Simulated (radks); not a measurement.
Problem. All-electron atom: C+ in 1s1 2s2 2p1 3d1 (not the ground configuration). Method: non-relativistic Kohn-Sham, PBE, spin-polarised, spherical densities, point nucleus; open shells are filled with parallel spins first; computed with a radial shooting solver on a logarithmic mesh with Libxc functionals. Some entries of the table are withheld. Estimate them.

| orbital | occ. | eigenvalue (eV) | <r> (bohr) | <1/r> (bohr^-1) |
|---|---|---|---|---|
| 1s up | 1 | (1) | (2) | 5.939 |
| 1s down | 0 | (3) | (4) | 5.789 |
| 2s up | 1 | -40.7777 | 1.231 | 1.184 |
| 2s down | 1 | -37.0664 | 1.279 | 1.142 |
| 2p up | 1 | -32.8585 | (5) | 1.149 |
| 2p down | 0 | -28.5438 | (6) | 1.063 |
| 3s up | 0 | -8.9725 | 3.881 | 0.3511 |
| 3p up | 0 | -7.1857 | 4.162 | 0.3199 |
| 3d up | 1 | -4.6696 | 4.642 | 0.2605 |

Solution. 
(1) 1s up eigenvalue (eV): -361.2624
(2) 1s up <r> (bohr): 0.2544
(3) 1s down eigenvalue (eV): -325.4189
(4) 1s down <r> (bohr): 0.2628
(5) 2p up <r> (bohr): 1.127
(6) 2p down <r> (bohr): 1.212
